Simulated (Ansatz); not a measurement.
## Abstraction of Br: CBrCl2F + SiH3(SiH2) → CCl2F + SiH2(SiH3)Br

Species: CBrCl2F (bromodichlorofluoromethane) `FC(Cl)(Cl)Br`, singlet; SiH3(SiH2), doublet; CCl2F (dichlorofluoromethyl radical) `F[C](Cl)Cl`, doublet; SiH2(SiH3)Br, singlet. A radical takes Br: the energy is the difference in strength between the C–Br bond broken and the Si–Br bond made.

Shapes, held fixed at every level: PBE0-D4/def2-TZVP. Programs: Ansatz 0.2.0. The zero-point and thermal change to 298 K, harmonic and unscaled (PBE0-D4/def2-TZVP), is +3.2 kJ/mol.

| level | kind | ΔH(298 K) (kJ/mol) | less CCSD(T)/def2-TZVPP |
| --- | --- | --- | --- |
| HF/def2-TZVPP | Hartree–Fock | -170.3 | -47.5 |
| PBE-D4/def2-TZVPP | GGA | -118.8 | +4.0 |
| r2SCAN-D4/def2-TZVPP | meta-GGA | -131.6 | -8.8 |
| wB97M-V/def2-TZVPP | range-separated hybrid | -128.7 | -5.9 |
| MP2/def2-SVP | perturbation theory | -113.0 | +9.8 |
| CCSD/def2-SVP | coupled cluster or CI | -124.3 | -1.5 |
| CCSD/def2-TZVPP | coupled cluster or CI | -129.4 | -6.6 |
| CCSD(T)/def2-TZVPP | coupled cluster or CI | -122.8 | 0.0 |

The highest level, CCSD(T)/def2-TZVPP, gives ΔH(298 K) = -122.8 kJ/mol; the levels span -170.3 to -113.0. The column of differences is taken from that level and isn't an error. No measured value is set beside it here. Open shells run unrestricted unless RO is named. Relativity is left out for Br unless named. Correlated rows may include outer-core shells of Br, which these sets cover unevenly.
